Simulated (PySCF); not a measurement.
Gas-phase equilibrium of 1 mol GeCl₄, 0.48 mol H₂ at 2000 K and 1.00 bar, among 17 species (GeH₄, Ge₂H₆, GeH₃Cl, HCl, GeCl₃, H, H₂, Ge₃H₈, GeHCl₃, GeH₃, GeCl₄, Cl, Cl₂, GeCl₂, GeHCl, GeH₂, GeH₂Cl₂). Only gases are allowed; each row takes one source of thermochemistry for all species, and Cantera finds the minimum.

Method: PySCF energies plus ideal-gas RRHO corrections (1 bar). † marks an energy on the PBE0/def2-TZVP geometry and frequencies; other levels use their own. CCSD(T) freezes the core. 6-31G* has spherical d functions here. Open shells (unrestricted) among the columns below: GeCl₃ (multiplicity 2), H (multiplicity 2), Cl (multiplicity 2, electronic degeneracy 6); the rest are closed-shell singlets. Spin-orbit splitting is ignored; it lowers the true energy and changes the entropy of Cl. Ge: all electrons, no relativistic terms. GeCl₃: computed as isolated molecules; such fragments, hydroxides, amides, oligomers or adducts are transient or little studied in the gas. CCSD(T) isn't extrapolated to the basis-set limit. The harmonic model lacks anharmonicity and excited electronic states, which grow with temperature; levels with a mode under 35 cm⁻¹ are left out.

Molecules larger than those listed are left out, and so are free Ge atoms, whose spin-orbit terms are large.

With CCSD(T)/def2-SVP† thermochemistry: HCl 0.33, Cl 0.32, GeCl₂ 0.33, GeCl₄ 0.018, Cl₂ 0.0019, H₂ 2.8e-5, GeCl₃ 0.0017, H 1.9e-5.

Task: How far does the composition move with the other sources (HF/6-31G*, M06-2X/def2-TZVP†, PBE0/def2-SVP†, r2SCAN/def2-TZVP†, LDA/def2-TZVP†)?

Result: 
```tsv
thermochemistry	x HCl	x Cl	x GeCl₂	x GeCl₄	x Cl₂	x H₂	x GeCl₃	x H
CCSD(T)/def2-SVP†	0.33	0.32	0.33	0.018	0.0019	2.8e-5	0.0017	1.9e-5
HF/6-31G*	0.23	0.41	0.32	2.6e-6	1.1e-6	0.033	0.00011	0.011
M06-2X/def2-TZVP†	0.41	0.13	0.29	0.13	0.027	3.2e-5	0.010	1.2e-5
PBE0/def2-SVP†	0.37	0.22	0.31	0.072	0.017	7.4e-6	0.0062	1.2e-5
r2SCAN/def2-TZVP†	0.40	0.15	0.31	0.098	0.037	1.5e-5	0.011	8.5e-6
LDA/def2-TZVP†	0.44	0.012	0.31	0.14	0.090	1.0e-5	0.0072	3.5e-6
```
The most sensitive of these is Cl₂: it spans a factor of 10^4.9 over these rows; at this temperature one factor of ten is RT ln 10 = 38 kJ/mol.
